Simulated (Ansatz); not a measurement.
The first iterations of a band of CH₉AlOSi₂ (14 atoms, charge 0, multiplicity 1).

Method: Ansatz 0.2.0, UKS PBE0-D4/STO-3G.

```
movable images  : 9
climbing image  : yes
spring          : 5.0 eV/Å²
optimiser       : quadratic models (default)
start path      : through a guess of the saddle point
force threshold : 0.05 eV/Å
iteration limit : 24
end points      : relaxed
```

First end point:

```xyz
14
Properties=species:S:1:pos:R:3
O 0.388 1.201 1.362
Si -0.396 0.816 -0.139
Al -2.698 0.985 -0.111
C 0.206 -0.933 -0.481
Si 1.954 -1.242 0.109
H 0.258 2.207 1.448
H 0.209 1.653 -1.167
H -3.527 0.072 0.747
H -3.402 2.007 -0.960
H 0.157 -1.123 -1.558
H -0.455 -1.667 -0.011
H 2.436 -2.505 -0.400
H 2.015 -1.291 1.550
H 2.842 -0.206 -0.362
```

Last end point:

```xyz
14
Properties=species:S:1:pos:R:3
O -0.008 1.078 1.381
Si -0.293 1.198 -0.585
Al -2.582 0.924 -0.364
C 0.108 -0.701 -0.702
Si 1.878 -1.076 -0.241
H 0.264 2.000 1.695
H 0.865 0.564 1.490
H -3.335 1.220 0.916
H -3.489 0.561 -1.518
H -0.038 -1.002 -1.746
H -0.541 -1.359 -0.111
H 2.173 -2.476 -0.031
H 2.162 -0.423 1.033
H 2.823 -0.537 -1.188
```

| iteration | highest image above the first end (eV) | largest band force component (eV/Å) |
| --- | --- | --- |
| 1 | 5.937 | 19.258 |
| 2 | 4.072 | 5.938 |
| 3 | 3.650 | 2.419 |
| 4 | 3.505 | 1.227 |
| 5 | 3.478 | 1.079 |
| 6 | 3.479 | 0.466 |

Problem. Does the band converge within its limit, and where does its top end?

Solution. The forces met the threshold. It ended after 18 iterations with the highest image 3.397 eV above the first end. A structure lower than the first end lies on the path between it and the top, so the climb from that side starts below the end, which may itself be a saddle point or a shallow side well. Neighbouring images differ by up to 2.7 eV, so the band resolves the path poorly. A vibrational analysis at the climbing image gives one clearly imaginary mode, 1063i cm⁻¹: a first-order saddle point. The orbitals stay closed-shell, which can raise the energy where a bond breaks towards radicals; this wasn't checked here. Limits of this set-up: minimal basis.

The run took 15 min on 1 thread of Arm Neoverse V1, with other jobs on the host, peak memory 0.18 GiB.
